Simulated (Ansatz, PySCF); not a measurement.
1-hydroxyboretane (C₃H₇BO), SMILES OB1CCC1.

Geometry optimised at PBE0-D3(BJ)/def2-SVP. The values are those of a single conformer.

Vertical ionisation energy (IE) and electron affinity (EA) in eV. Rows of orbital energies are one-electron estimates. Where ΔSCF, EOM or ADC give a negative EA the extra electron is unbound and the value depends on the basis.

| level | IE | EA |
|---|---|---|
| −ε(HOMO), −ε(LUMO), M06-2X/def2-TZVP (PySCF) | 9.13 | -1.21 |
| −ε(HOMO), −ε(LUMO), PBE/def2-TZVP (PySCF) | 6.47 | 0.68 |
| ΔSCF, PBE0/def2-SVPD (Ansatz), final states of multiplicity 2 and 2 | 10.10 | -1.08 |
| ΔSCF, PBE/def2-SVPD (Ansatz), final states of multiplicity 2 and 2 | 9.81 | -0.95 |

Q: What vertical singlet–triplet gap does ΔSCF give with PBE0/def2-SVPD (Ansatz, a first-principles code) and with PBE/def2-SVPD (Ansatz)? (The exact figures need the calculation; the answer reports its results.)

A: 5.77 and 5.46 eV (triplet above singlet where positive).
